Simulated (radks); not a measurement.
The numbers below are computed, except where a source is named.
Q: Mean orbital radii <r> (bohr) of the calcium ion Ca2+, [Ar], of relativity; Dirac values are averaged over j with weights 2j + 1. Spin-unpolarised spherical Kohn-Sham, LDA (Slater exchange, Perdew-Wang correlation), point nucleus unless stated (finite: rms radius 3.4776 fm), a radial shooting solver on a logarithmic mesh with Libxc functionals. A level marked "c x" has the speed of light scaled by that factor and shares open shells by 2j + 1; other Dirac levels either fill j = l - 1/2 first or share by 2j + 1.

shell       non-rel.
1s           0.07754
2s            0.3680
2p            0.3292
3s             1.159
3p             1.259
3d (empty)     1.709
4s (empty)     3.202

Give the values at the level "Dirac, c x 0.85".

A: 
shell       Dirac, c x 0.85  change of magnitude (%)
1s                  0.07681                    -0.95
2s                   0.3644                    -0.98
2p                   0.3280                    -0.37
3s                    1.151                    -0.75
3p                    1.258                    -0.14
3d (empty)            1.722                    +0.74
4s (empty)            3.185                    -0.55
